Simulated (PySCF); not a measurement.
Polarisability and C₆ of Rh(2+) (rhodium, charge +2)

[Kr] 4d6 5s1, high-spin 6D determinant (an excited configuration). Calculation: PySCF 2.14, in aug-cc-pwCVDZ-PP with ECP28MDF (6s6p5d3f, 70 functions); scalar relativity through the core potential. Coupled (time-dependent) response in atomic units; α is the mean over directions. A double-zeta set is small for polarisabilities.

```tsv
method	mean α (bohr³)	α xx, yy, zz	C₆ (like pair)	S(−4)
UHF	24.48	23.62, 23.62, 26.19	136.4	444.3
PBE	18.38	18.13, 18.13, 18.89	103.2	202.7
PBE0	19.53	19.18, 19.18, 20.22	109.1	241.3
wB97M-V	21.97	21.43, 21.43, 23.05	123.4	330.6
```

S(−4) is the Cauchy moment in α(ω) = α(0) + S(−4) ω² + …

Spin-orbit coupling is absent.

α(iu) at PBE0:

```csv
u (hartree),α(iu) (bohr³)
0,19.53
0.0500,18.95
0.100,17.46
0.200,13.68
0.300,10.63
0.500,7.130
0.750,5.047
1.00,3.886
1.50,2.568
2.00,1.824
3.00,1.042
5.00,0.4568
```

For an ion, C₆ is the dispersion term alone; charge-induced terms of lower order in 1/R come first.

The components differ because the open shell of this determinant is not spherical; for a pure term their mean is the scalar polarisability.

Energies and moments cover only the electrons outside the core potential.
